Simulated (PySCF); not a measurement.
The dipole of `CCCOC(F)(F)CF` from its density and from atomic charges.

Coordinates (GFN2-xTB, Å) and charges (e) from the PBE0/pcSseg-1 density (PySCF):

| atom | x | y | z | Mulliken | IAO | Hirshfeld | ESP-fitted |
| --- | --- | --- | --- | --- | --- | --- | --- |
| C1 | 2.366 | -0.140 | 0.698 | -0.2839 | -0.4212 | -0.1194 | -0.2205 |
| C2 | 1.868 | -0.297 | -0.734 | -0.2647 | -0.2528 | -0.0665 | +0.0838 |
| C3 | 0.556 | 0.438 | -0.960 | +0.0175 | -0.0625 | +0.0061 | +0.0461 |
| O4 | -0.465 | -0.212 | -0.171 | -0.5135 | -0.3790 | -0.1213 | -0.3866 |
| C5 | -1.688 | 0.319 | -0.252 | +0.6638 | +0.7028 | +0.2327 | +0.5748 |
| F6 | -2.150 | 0.335 | -1.539 | -0.3052 | -0.3116 | -0.1108 | -0.2186 |
| F7 | -1.695 | 1.638 | 0.108 | -0.3051 | -0.3114 | -0.1104 | -0.2265 |
| C8 | -2.637 | -0.483 | 0.645 | +0.2000 | +0.0171 | +0.0057 | -0.0600 |
| F9 | -3.900 | 0.015 | 0.586 | -0.3196 | -0.3051 | -0.1112 | -0.1924 |
| H10 | 1.627 | -0.530 | 1.393 | +0.1231 | +0.1468 | +0.0361 | +0.0586 |
| H11 | 2.540 | 0.909 | 0.926 | +0.1096 | +0.1376 | +0.0403 | +0.0640 |
| H12 | 3.297 | -0.683 | 0.837 | +0.1202 | +0.1445 | +0.0434 | +0.0596 |
| H13 | 2.602 | 0.104 | -1.434 | +0.1266 | +0.1432 | +0.0483 | +0.0063 |
| H14 | 1.717 | -1.353 | -0.959 | +0.1278 | +0.1440 | +0.0414 | +0.0252 |
| H15 | 0.634 | 1.483 | -0.644 | +0.1266 | +0.1417 | +0.0380 | +0.0825 |
| H16 | 0.263 | 0.401 | -2.015 | +0.1346 | +0.1461 | +0.0396 | +0.0589 |
| H17 | -2.658 | -1.519 | 0.297 | +0.1211 | +0.1602 | +0.0538 | +0.1203 |
| H18 | -2.287 | -0.418 | 1.678 | +0.1211 | +0.1598 | +0.0540 | +0.1244 |

Q: Form Σ q r in debye for every column and set it beside the full dipole.

A: The full density gives (2.90, -1.26, 0.25) D, 3.17 D in size; dipole vectors point from the negative to the positive end.

```json
{"scheme": "Mulliken", "μx": "3.82", "μy": "-2.20", "μz": "1.12", "size (D)": "4.54", "share of the full size (%)": "143", "angle to the full dipole (°)": "12"}
{"scheme": "IAO", "μx": "4.08", "μy": "-2.35", "μz": "0.75", "size (D)": "4.77", "share of the full size (%)": "151", "angle to the full dipole (°)": "8"}
{"scheme": "Hirshfeld", "μx": "1.79", "μy": "-0.86", "μz": "0.17", "size (D)": "1.99", "share of the full size (%)": "63", "angle to the full dipole (°)": "2"}
{"scheme": "ESP-fitted", "μx": "2.93", "μy": "-1.26", "μz": "0.25", "size (D)": "3.20", "share of the full size (%)": "101", "angle to the full dipole (°)": "0"}
```

Q: Which set comes closest?

A: Length of the difference vector: ESP-fitted 0.03 D, Hirshfeld 1.18 D, Mulliken 1.58 D, IAO 1.69 D. Closest: ESP-fitted. ESP charges are fitted to the potential around the molecule, whose slowest-falling term is the dipole's. The schemes that divide the density aren't constrained to reproduce the dipole.

Q: What is left for the Hirshfeld atoms' own dipoles?

A: The Hirshfeld atoms' densities add up to the full density, so μ = Σ q r + Σ (atomic dipoles). The atomic dipoles sum to (2.90, -1.26, 0.25) − (1.79, -0.86, 0.17) = (1.11, -0.40, 0.08) D, 1.18 D in size.

Q: With the origin at the mean of the coordinates, (0.000, 0.000, -0.085) Å, which are the largest single terms, by size, of the Hirshfeld dipole along the direction of the full one?

A: C5 -1.88, F9 +1.88, C1 -1.31, F6 +1.18, F7 +1.16 D; all 18 atoms together +1.99 D. The single terms depend on the origin, their sum doesn't.

Q: Give the size of the full dipole in other units.

A: 3.17 D = 1.246 au = 0.659 e·Å = 10.56 × 10⁻³⁰ C·m.

One conformer (not necessarily the lowest) at the GFN2-xTB geometry, without solvent, vibrations or thermal averaging.

Shape of the structure used: `[CH3:1][CH2:2][CH2:3][O:4][C:5]([F:6])([F:7])[CH2:8][F:9]`: C1–C2–C3–O4 -67°, C2–C3–O4–C5 180°, C3–O4–C5–F6 58°, O4–C5–C8–F9 -179°.
